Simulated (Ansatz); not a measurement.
System: sum formula TaO2H2, charge 0, multiplicity 4. The spin state was set by rule; other spins were not relaxed. 
Geometry from a B3LYP-D3(BJ)/def2-TZVP (Ansatz, a program for electronic structure) optimisation:
```xyz
5

Ta     0.0000     0.0000     0.0000
O      0.0000     0.0000    -1.9019
H      0.0000     0.0000    -2.8555
O      0.0000     0.0000     1.9019
H      0.0000     0.0000     2.8555
```
Charge 0, spin multiplicity 4.

Basis-set convergence of Hartree-Fock and CCSD correlation energies (hartree) with Ansatz. Correlated levels leave the core frozen unless marked. Open shells are spin-unrestricted. Spin-orbit coupling is left out. The frozen core is the preceding noble-gas configuration, with the filled d and f shells of earlier blocks. In def2 rows, elements after Kr have scalar-relativistic effective core potentials.

| basis | functions | E(HF) | E(corr, CCSD) |
|---|---|---|---|
| def2-SVPD | 97 | -207.24523 | -0.49387 |
| def2-TZVPPD | 173 | [?] | [?] |

Task: Fill in the missing entries.

Result: 
- def2-TZVPPD, E(HF): -207.43694
- def2-TZVPPD, E(corr, CCSD): -0.59582
